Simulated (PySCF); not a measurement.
B(H)(OH)(NMe2) (C2H8BNO), SMILES B(N(C)C)O.

Coordinates come from a TPSSh-D3(BJ)/def2-SVP optimisation. The structure was generated by enumeration, and PubChem lists no compound with its InChIKey, so it may never have been made. The values are those of a single conformer.

Vertical ionisation energy (IE) and electron affinity (EA) in eV. Rows of orbital energies are one-electron estimates. Where ΔSCF, EOM or ADC give a negative EA the extra electron is unbound and the value depends on the basis.

```
level                                           IE     EA
--------------------------------------------  ----  -----
−ε(HOMO), −ε(LUMO), M06-2X/def2-TZVP (PySCF)  8.24  -1.34
−ε(HOMO), −ε(LUMO), PBE/def2-TZVP (PySCF)     5.60   0.13
```
